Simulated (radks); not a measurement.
Results of a calculation; reference values are marked as such.
Fractional charge and spin in the 5p shell of terbium: the spin-up occupation runs from 2 to 3 and the spin-down occupation from 2 to 3; the fullest corner is Tb3+, [Kr] 4d10 4f(up 4, down 4) 5s2 5p(up 3, down 3). Code: a radial shooting solver on a logarithmic mesh with Libxc functionals. Model: scalar-relativistic Kohn-Sham, r2SCAN, spin-polarised, spherical densities, finite nucleus; meta-GGA in the generalised Kohn-Sham scheme; Fermi nuclear charge, rms radius of each element as measured or else 0.836 A^(1/3) + 0.57 fm. Energy (eV) minus the two flat planes that join the four corners (they meet along the diagonal where the two added fractions sum to one electron); zero is where a piecewise linear energy would lie.

down \ up,2,2.25,2.5,2.75,3
2,0.000,-1.297,-1.727,-1.294,0.000
2.25,-1.297,-1.634,-1.115,0.258,-1.238
2.5,-1.727,-1.115,0.344,-1.073,-1.648
2.75,-1.294,0.258,-1.073,-1.569,-1.234
3,0.000,-1.238,-1.648,-1.234,0.000

Corners above the fullest one (they belong to Tb4+ and the next ion): (up 3, down 2) 60.108 eV, (up 2, down 3) 60.108 eV, (up 2, down 2) 135.10 eV. With half an added electron in each spin the energy lies 0.344 eV from the planes, and with half an added electron in spin up alone -1.727 eV. The planes are only a guide here: the flat-plane condition holds for ground states with one frontier orbital, while this shell lies below other occupied shells, so the corners above the fullest one are inner-hole states and not the ground states of those ions.
